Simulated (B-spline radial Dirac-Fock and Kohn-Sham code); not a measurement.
# Compton profile of Ir⁵⁵⁺

System: the Ir⁵⁵⁺ ion, 1s2 2s2 2p6 3s2 3p6 3d4.

Input of the calculation (task.json; shells as n, l, electrons):

```json
{"items": [{
  "Z": 77,
  "q": 55,
  "cfg": [[1, 0, 2], [2, 0, 2], [2, 1, 6], [3, 0, 2], [3, 1, 6], [3, 2, 4]],
  "A": 193,
  "rrms": 5.4032,
  "do": ["scatter"],
  "s": [0.0, 0.05, 0.1, 0.15, 0.2, 0.25, 0.3, 0.35, 0.4, 0.45, 0.5, 0.6, 0.7, 0.8, 0.9, 1.0, 1.1, 1.2, 1.4, 1.6, 1.8, 2.0, 2.5, 3.0, 3.5, 4.0, 5.0, 6.0],
  "pz": [0, 0.1, 0.13, 0.18, 0.23, 0.31, 0.41, 0.55, 0.72, 0.96, 1.3, 1.7, 2.2, 3.0, 3.9, 5.2, 6.9, 9.2, 12.0, 16.0, 22.0],
  "hv_scatter": [1000, 2000, 5000, 8047.8, 17479.3, 20000, 30000, 100000]
}]}
```

Command: `python xray_run.py task.json out`

Calculated with a B-spline atomic structure program, using the impulse approximation on relativistic Hartree-Fock (Dirac-Fock) wave functions, averaged over the configuration. pz is in atomic units of momentum; subshell profiles are per electron, for a selection of subshells; open shells are spread over both j values by their weights.

| pz | J total | J 1s1/2 | J 2s1/2 | J 3p3/2 | J 3d5/2 |
| --- | --- | --- | --- | --- | --- |
| 3.9 | 0.6499 | 0.00956 | 0.0315 | 0.0423 | 0.0288 |
| 5.2 | 0.6089 | 0.00951 | 0.0298 | 0.0399 | 0.0287 |
| 6.9 | 0.5434 | 0.00943 | 0.0271 | 0.0346 | 0.0282 |
| 9.2 | 0.4463 | 0.00928 | 0.0228 | 0.0248 | 0.0264 |
| 12 | 0.3378 | 0.00905 | 0.0175 | 0.0134 | 0.0222 |
| 16 | 0.2270 | 0.00864 | 0.0108 | 0.00451 | 0.0147 |
| 22 | 0.1356 | 0.00788 | 0.00437 | 0.00213 | 0.00610 |

Q: What is the peak value J(0), and which subshell contributes most to it?

A: J(0) = 0.7052. The 3p3/2 subshell gives the largest part, 25 %.

Mean momentum ⟨p⟩ by subshell (a.u.): 1s1/2 81.9, 2s1/2 29.5, 2p1/2 38.7, 2p3/2 33.9, 3s1/2 15.9, 3p1/2 18.8, 3p3/2 17.4, 3d3/2 20.8, 3d5/2 20.3.
